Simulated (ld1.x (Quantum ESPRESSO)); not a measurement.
Ir: TM pseudisation with PBE, scalar-relativistic reference atom.

- Element: Ir
- Generator: ld1.x (Quantum ESPRESSO) 7.5
- Type: norm-conserving Troullier–Martins (Kleinman–Bylander form)
- Functional: PBE
- Relativity: scalar-relativistic
- Frozen core: [Xe] 4f14
- Valence charge: 9
- Reference configuration: 5d7 6s1 6p1
- Partial waves: 6s (bound): rc 2.05 bohr; 6p (bound): rc 3.65 bohr; 5d (bound): rc 2.20 bohr
- Local potential: the d channel
- Core correction: Bessel-smoothed model core inside 1.00 bohr

All-electron outer shells of the reference configuration (PBE, scalar-relativistic, ld1.x):

| shell | level (eV) | outermost node (bohr) | outermost maximum (bohr) |
| --- | --- | --- | --- |
| 4f | -64.09 | – | 0.39 |
| 5p | -56.62 | 0.54 | 1.01 |
| 5d | -8.93 | 0.59 | 1.29 |
| 6s | -7.63 | 1.17 | 2.35 |
| 6p | -2.11 | 1.39 | 3.34 |

Problem. Does the generator finish with these settings?

Solution. Yes, a potential is produced and its reference levels are reproduced.

Problem. Estimate the cutoffs (Ry, on a coarse ladder) from which the occupation-weighted sum of valence levels, in a spherical-Bessel basis at the reference potential, stays within 10 and 1 mRy of its value at 400 Ry.

Solution. 35 Ry and 45 Ry.

Problem. What does a ghost test show?

Solution. Ghost states, extra bound levels that the all-electron valence spectrum of the same l lacks: s at -53.9 eV, p at -9.2 eV. A true bound ghost makes a file unfit for plane-wave use.

Problem. Which valence shell sets the plane-wave cutoff?

Solution. 5d: its level needs 40 Ry to come within 1 mRy, against 30 Ry for 6s.

Its largest configuration-test error is -346 meV (5d5 6s0 6p0). 1 of 7 tests not solved or not reliable. Not counted: 5d7 6s0 6p1 (solver errors, printed error -2.0 eV).
